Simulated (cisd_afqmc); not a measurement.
Input (AFQMC/CISD/aug-cc-pV(D+d)Z; cisd_afqmc is a phaseless AFQMC code with CISD trial states that reads the integrals written by Ansatz): A basis named .json is the Basis Set Exchange file of that set.

Ansatz 0.2 input:
```python
import cisd_afqmc

open("ham.yaml", "w").write("""\
crystal:
  periodic: [false, false, false]
  atoms:
    - {symbol: Si, position_ang: [0.00000000, 0.00000000, 0.00000000]}
basis:
  gaussian:
    orbitals: aug-cc-pV_D+d_Z.json
total_charge: -1
magnetization: {spin_polarized: true, initial_magnetization: 3}
correlation: {method: ccsd, electrons: outside_noble_gas, hamiltonian_folder: ham}
scf: {lower_state_search: full}
""")
rep = cisd_afqmc.ansatz("ham.yaml")
e_ccsd = rep["correlation"]["coupled_cluster"]["energy"]["hartree"]
out = cisd_afqmc.run("ham", e_ccsd, trial="CISD", walkers=200, populations=8, threads=8, dt=0.005, steps=40, early=24, settle=10, least=32,
    cut=5e-5, rank_cut=2e-4, target=0.0004, seconds=1500, seed=1, memory=17280, gpu=False)
```

Output:

```
orbitals 27, occupied [4, 1], factors 115 of 180, rank of the doubles 61 of 118
E(HF) = -288.882762
E(CCSD) on the cut factors = -288.964472, shift to the whole factors 0.000014
Energy of the trial state on the determinant = -288.964361
  tau behind 7.2 of longer steps, mean of the populations' last blocks
   2.0  -288.96744
   4.0  -288.96730
   6.0  -288.96753
   8.0  -288.96786
blocks 256 (5 outliers left out), error by blocks joined: 1: 0.00004, 2: 0.00005, 4: 0.00005, 8: 0.00006, 16: 0.00006
E(AFQMC/CISD) = -288.96760 +/- 0.00006
```
